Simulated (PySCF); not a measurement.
# Relaxation of singlet Se₃

All numbers come from PBE0/[Se def2-TZVP], no relativity, density fitting, PySCF. A (50,194) grid was used.

A hand-made bent start, of C2v symmetry, held to at least that symmetry:

```xyz
3
charge 0 multiplicity 1, angstrom
Se    0.0000    0.0000   -0.8183
Se    1.7530    0.0000    0.4092
Se   -1.7530    0.0000    0.4092
```

Question: What forces act on the atoms at the start (eV/Å)?

Answer: 
| atom | Fx | Fy | Fz |
| --- | --- | --- | --- |
| Se1 | 0.00 | 0.00 | -0.97 |
| Se2 | 1.33 | 0.00 | 0.48 |
| Se3 | -1.33 | 0.00 | 0.48 |

Question: What does it relax to?

Answer: It ends at C2v with Se–Se 2.193 Å (×2); Se–Se–Se 115.8° (after a last refinement on a finer grid). A frequency run shows a minimum. Other isomers or separated fragments may lie lower.

Question: How much energy is released, and in how many steps?

Answer: 10.1 kJ/mol in 4 steps.
